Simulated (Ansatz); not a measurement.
Molecule: sum formula BNH$_{2}$Cl$_{2}$, charge 0, multiplicity 1. 
Coordinates optimised at B3LYP-D3(BJ)/def2-TZVP (Ansatz, a first-principles code):
```xyz
6

B     -0.3399    -0.0733     0.0373
Cl     0.1805     1.5754    -0.3440
Cl     0.8739    -1.3479     0.2283
N     -1.6864    -0.3638     0.1851
H     -2.4032     0.3349     0.0837
H     -2.0181    -1.2886     0.4015
```
Charge 0, spin multiplicity 1.

Wanted: atomisation energy (electronic, to ground-state atoms), in eV. Cores are frozen in the correlated levels unless marked. UHF or UKS for open shells. No spin-orbit coupling. Non-relativistic. The coupled-cluster limit lacks core correlation, which all-electron functionals hold. CBS marks a two-point X^-3 extrapolation of the correlation energy; Hartree-Fock from the larger set. The bracket is a focal-point correction in the basis named.

```tsv
level	program	atomisation energy (eV)	minus last row	rough core time
PBE0-D4/def2-TZVP	Ansatz + dftd4	23.09	0.29	under 20 s
BHLYP-D3(BJ)/def2-TZVPD	Ansatz + dftd3	22.13	-0.67	under 20 s
r2SCANh/def2-TZVPD	Ansatz	22.83	0.03	under 20 s
MP2/STO-3G	Ansatz	21.06	-1.74	-
MP2/aug-cc-pV(D+d)Z	Ansatz	21.92	-0.88	-
RI-MP2/CBS(aug-cc-pV(T+d)Z,aug-cc-pV(Q+d)Z)+[CCSD(T)-MP2]/aug-cc-pV(T+d)Z	Ansatz	22.80	0.00	60 s
CCSD(T)/CBS(cc-pV(T+d)Z,cc-pV(Q+d)Z)	Ansatz	22.80	0.00	-
```

Core times are rough, on shared machines, summed over the molecules involved; a dash marks a level read off another run, or run on other hardware, by another program or under a memory cap.
